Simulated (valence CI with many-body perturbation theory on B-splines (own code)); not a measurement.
## Hf21+: key properties

Calculated by valence CI with perturbative core correlation (CI+MBPT): five valence electrons over a frozen Dirac-Fock core [Kr] 4d10, radial functions for each j: 7 s, 7 p, 7 d, 7 f, 4 g, 2 h, with the one-electron correlation potential Σ1, the two-electron term Σ2, the three-electron term Σ3, Breit, model QED; selected CI, second order for the rest, scaled by the run's own slope (own B-spline code, finite nucleus).

No measured levels were compared; by estimate terms of the open shell hold to a few per cent of their energy, and close levels can change places. Among the levels kept, up to 990 cm⁻¹ of a level comes from second order outside the variational space, and about a tenth of that is noise between levels of different J, which matters for small intervals. Only levels of the ground parity were solved; by the run's estimate the other parity begins above the list, which can be wrong where configurations are misplaced.

Names give the largest LS component (configuration and term), which can be under half, so a name can repeat, a term be missing and a line seem to break the LS rules; names also repeat where a configuration has a term twice.

Rates and lifetimes use the calculated energies. Strong lines usually hold to 10 to 20 %, long lifetimes can be off by a factor of two.

Q: What is the ground level?

A: 4f⁵ ⁶H°_5/2, composition 78 % 4f⁵ ⁶H° + 18 % 4f⁵ ⁴G°, g = 0.361.

Q: Name the longest-lived excited levels whose lifetime is computed, and their main decay.

A: 4f⁵ ⁶F°_1/2 at 20060 cm⁻¹ lives 182 s, mostly by E2 to 4f⁵ ⁶H°_5/2.

Q: How is the term ⁶H° of the ground level split?

A: J = 5/2 at 0.0, J = 7/2 at 7193, J = 9/2 at 14131, J = 11/2 at 20485, J = 13/2 at 26177, J = 15/2 at 30802 cm⁻¹.

Q: How well does LS coupling describe the low levels?

A: Among the lowest 20 levels the leading LS term, summed over configurations, holds 69 % on average. For single configurations the figures are 69 % in LS and 47 % in jj coupling. Terms mix most in the J = 5/2 level at 40631 cm⁻¹, where the leading one holds 28 %.

Q: What is the ionisation energy?

A: 582.1 eV; NIST lists 610 ± 30 eV (theoretical).
